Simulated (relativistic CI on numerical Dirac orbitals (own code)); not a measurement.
**Radial parameters of Bi LXVI**

Computed by Dirac-Coulomb-Breit CI, orbitals from a KLI potential per configuration, model QED, unscaled Slater integrals (own radial code, finite nucleus).

Slater integrals F^k, G^k are unscaled and averaged over j, outside the closed core [Ne]; ζ comes from projecting the Hamiltonian with its Breit term on Σ l·s of the shell.

- 3s²3p⁵3d: ζ(3p) = 3.2471e+06, F^2(3p,3d) = 615580, G^1(3p,3d) = 641670, G^3(3p,3d) = 432070, ζ(3d) = 430120 cm⁻¹; <r>(3p) = 0.1595, <r^2>(3p) = 0.02958, <r>(3d) = 0.1426, <r^2>(3d) = 0.02348 (bohr units).
- 3s3p⁶3d: G^2(3s,3d) = 502940, ζ(3d) = 431710 cm⁻¹; <r>(3s) = 0.1608, <r^2>(3s) = 0.02964, <r>(3d) = 0.1427, <r^2>(3d) = 0.0235 (bohr units).
- 3s²3p⁵4s: ζ(3p) = 3.2722e+06, G^1(3p,4s) = 84533 cm⁻¹; <r>(3p) = 0.159, <r^2>(3p) = 0.02937, <r>(4s) = 0.3033, <r^2>(4s) = 0.1038 (bohr units).

Averages of the first 10 configurations, taken without configuration mixing, which lowers the lowest level and can move excited configurations by several eV; other configurations of the list can lie among them:

```
Configuration  Parity  States  Average energy above the lowest level (eV)
       3s²3p⁶    even       1                                         0.5
     3s²3p⁵3d     odd      60                                       578.7
      3s3p⁶3d    even      20                                      1243.7
     3s²3p⁵4s     odd      12                                      3354.5
     3s²3p⁵4p    even      36                                      3611.3
     3s²3p⁵4d     odd      60                                      3850.4
      3s3p⁶4s    even       4                                      4022.8
     3s²3p⁵4f    even      84                                      3993.7
       3p⁶3d²    even      45                                      2500.6
       3p⁵3d³     odd     720                                      3075.8
```
